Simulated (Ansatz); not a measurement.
**Ligand exchange: BH2F + GaH2(NH2) → BH2(NH2) + GaH2F**

Species: BH2F `BF`, singlet; GaH2(NH2), singlet; BH2(NH2), singlet; GaH2F `[F][GaH2]`, singlet. The partners trade F for NH2: B–F and Ga–NH2 bonds give way to B–NH2 and Ga–F.

Shapes, held fixed at every level: PBE0-D4/def2-TZVP. Programs: Ansatz 0.2.0. The zero-point and thermal change to 298 K, harmonic and unscaled (PBE0-D4/def2-TZVP), is +3.7 kJ/mol.

Task: Estimate ΔH(298 K) of this reaction.

Result: The highest level, CCSD(T)/def2-TZVPP, gives ΔH(298 K) = -41.5 kJ/mol; the levels span -51.3 to -41.5. The column of differences is taken from that level and isn't an error. No measured value is set beside it here. Relativity is left out for Ga. Outer-core shells of Ga are correlated, in sets that cover them unevenly. Times are processor times on shared x86 and Arm servers, and rough.

```tsv
level	kind	ΔH(298 K) (kJ/mol)	less CCSD(T)/def2-TZVPP	CPU time (sum over the molecules)
HF/def2-SVP	Hartree–Fock	-47.5	-6.0	–
SPW92/def2-TZVPP	LDA	-48.8	-7.3	4.3 s
PBE-D4/def2-TZVPP	GGA	-51.3	-9.8	6.6 s
B3LYP-D4/def2-TZVPP	global hybrid	-48.5	-7.0	9.7 s
PBE0-D4/def2-TZVPP	global hybrid	-48.9	-7.4	8.8 s
MP2/def2-TZVPP	perturbation theory	-41.5	0.0	–
CCSD(T)/def2-SVP	coupled cluster or CI	-46.7	-5.2	7.8 s
CCSD(T)/def2-TZVPP	coupled cluster or CI	-41.5	0.0	30 s
```
